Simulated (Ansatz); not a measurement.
C2H4BNS, SMILES `C=C1SB1N`. The species carries charge 0 and has multiplicity 1.

```xyz
9

C    -0.6176    1.4715   -1.1500
C    -0.1416    0.7619   -0.1409
S     0.4676    1.1233    1.5177
B     0.2986   -0.4303    0.6373
N     0.4945   -1.7910    0.7435
H    -0.7241    2.5494   -1.1100
H    -0.9188    0.9699   -2.0634
H     0.8672   -2.2274    1.5682
H     0.2742   -2.4273   -0.0023
```

Q: Give the diagnostics of a CCSD(T)/def2-TZVPP run (frozen core, Ansatz 0.2.0). (An estimate is asked.)

A: Ansatz gave: T1 = 0.0143, largest single amplitude 0.039, largest double 0.076, (T) share of the correlation energy 4.9 %, 10 CCSD cycles. The RHF solution is unstable towards an unrestricted one. T1 lies under the customary mark of 0.02 for closed shells.
